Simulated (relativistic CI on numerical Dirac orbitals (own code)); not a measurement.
## Co⁺ in a cubic cluster: 1s photoemission with charge transfer

Computed with a charge-transfer multiplet model of a cubic metal-ligand cluster with up to 2 ligand holes, Slater and spin-orbit integrals from Dirac-Coulomb-Breit ions, Slater integrals scaled by 0.7. The ground state mixes d8 with configurations of k ligand holes L, whose averages lie at kΔ + k(k − 1)U_dd/2; a core hole lowers each added d electron by U_cd. 300 K, Lorentzian 1.1 eV and Gaussian 0.6 eV FWHM.

Atomic integrals in eV (Slater integrals scaled, ζ unscaled), ground: F2dd 7.249, F4dd 4.465, zeta_d 0.056; with the core hole: F2dd 8.571, F4dd 5.319, zeta_d 0.082, G2cd 0.047.

Cluster parameters (eV): Δ = 4.1, U_dd = 6.3, 10Dq = 0.75, 10Dq(ligand) = 0.9, V(eg) = 1.3, V(t2g) = -0.63, final-state hopping factor = 0.8.

```
         Case   n_d    d8   d9L  d10L2     S
U_cd = 5.5 eV  8.11  0.89  0.11   0.00  1.00
U_cd = 6.1 eV  8.11  0.89  0.11   0.00  1.00
U_cd = 6.7 eV  8.11  0.89  0.11   0.00  1.00
U_cd = 7.3 eV  8.11  0.89  0.11   0.00  1.00
U_cd = 7.9 eV  8.11  0.89  0.11   0.00  1.00
```

Weights, n_d and S are thermal averages at 300 K. Binding energies count from the first peak over 30 % of the highest in each spectrum, which can be another peak from case to case. The parameters are a model scan and need not match a compound or its usual spin state. Peaks in eV (height, largest 100):
- U_cd = 5.5 eV: 0.0 (100), 2.9 (49)
- U_cd = 6.1 eV: 0.0 (100), 3.1 (71)
- U_cd = 6.7 eV: 0.0 (100), 3.4 (97)
- U_cd = 7.3 eV: 0.0 (84), 3.7 (100)
- U_cd = 7.9 eV: 0.0 (89), 3.8 (100), 4.7 (90)

Curve for U_cd = 6.1 eV (points under 2 left out, the grid thinned):

| E (eV) | Intensity |
| --- | --- |
| -3.7 | 3.0 |
| -3.5 | 3.3 |
| -3.2 | 3.9 |
| -2.9 | 4.7 |
| -2.7 | 5.4 |
| -2.5 | 6.2 |
| -2.2 | 7.9 |
| -1.9 | 10.3 |
| -1.7 | 12.6 |
| -1.5 | 15.8 |
| -1.2 | 23.3 |
| -0.9 | 36.7 |
| -0.7 | 50.7 |
| -0.5 | 68.5 |
| -0.2 | 94.0 |
| 0.1 | 98.0 |
| 0.3 | 85.4 |
| 0.5 | 67.5 |
| 0.8 | 44.1 |
| 1.1 | 30.3 |
| 1.3 | 25.4 |
| 1.5 | 22.9 |
| 1.8 | 22.9 |
| 2.1 | 27.4 |
| 2.3 | 33.8 |
| 2.5 | 43.4 |
| 2.8 | 61.2 |
| 3.1 | 70.7 |
| 3.3 | 66.3 |
| 3.5 | 55.1 |
| 3.8 | 36.2 |
| 4.1 | 22.8 |
| 4.3 | 17.2 |
| 4.5 | 13.3 |
| 4.8 | 9.6 |
| 5.1 | 7.3 |
| 5.3 | 6.3 |
| 5.5 | 5.5 |
| 5.8 | 4.7 |
| 6.1 | 4.0 |
| 6.3 | 3.6 |
| 6.5 | 3.2 |
| 6.8 | 2.7 |
| 7.1 | 2.3 |
| 7.3 | 2.1 |

For the case U_cd = 7.3 eV, Δ = 4.1 eV is smaller than U_dd = 6.3 eV, the charge-transfer side of the Zaanen-Sawatzky-Allen scheme. With the core hole the configuration with one ligand hole lies at Δ − U_cd = -1.4, -2.0, -2.6, -3.2, -3.8 eV from the one without, in the order of the table; where this is negative the screened configuration lies lower, though the effective hopping of about 1.4 eV (from the holes of the mixed ground state) mixes the two strongly wherever it is as large as the gap.
